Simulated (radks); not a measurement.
These are the eigenvalues of the occupied orbitals of an atom or ion with whole-number occupations (eV). Calculated with a radial shooting solver on a logarithmic mesh with Libxc functionals: scalar-relativistic Kohn-Sham, OLYP, spin-polarised, spherical densities, point nucleus.

| orbital | eigenvalue |
|---|---|
| 1s down | -38749.38 |
| 1s up | -38749.38 |
| 2s up | -6173.498 |
| 2s down | -6173.468 |
| 2p up | -5533.780 |
| 2p down | -5533.758 |
| 3s up | -1321.385 |
| 3s down | -1321.371 |
| 3p up | -1117.122 |
| 3p down | -1117.106 |
| 3d up | -824.0920 |
| 3d down | -824.0671 |
| 4s up | -267.0864 |
| 4s down | -267.0442 |
| 4p up | -200.6055 |
| 4p down | -200.5698 |
| 4d up | -104.4344 |
| 4d down | -104.4027 |
| 5s up | -39.1225 |
| 5s down | -38.8492 |
| 5p up | -22.6340 |
| 5p down | -22.2087 |
| 6s up | -3.5134 |
| 6s down | -3.1825 |
| 5d up | -3.1763 |

Which element is it, and in what charge state? The configuration may be excited. Open shells, if any, are filled with parallel spins first.

Answer. Z = 57, lanthanum, charge 0: La in [Xe] 5d1 6s2. The list shows which subshells hold electrons but not how many an open one holds; the 1s level, -1424 hartree, gives Z - s = 53.4 by -(Z - s)^2/2, which with screening and relativity narrows Z to a few neighbours, and the depths of the outer levels then fix element, charge and occupations together.
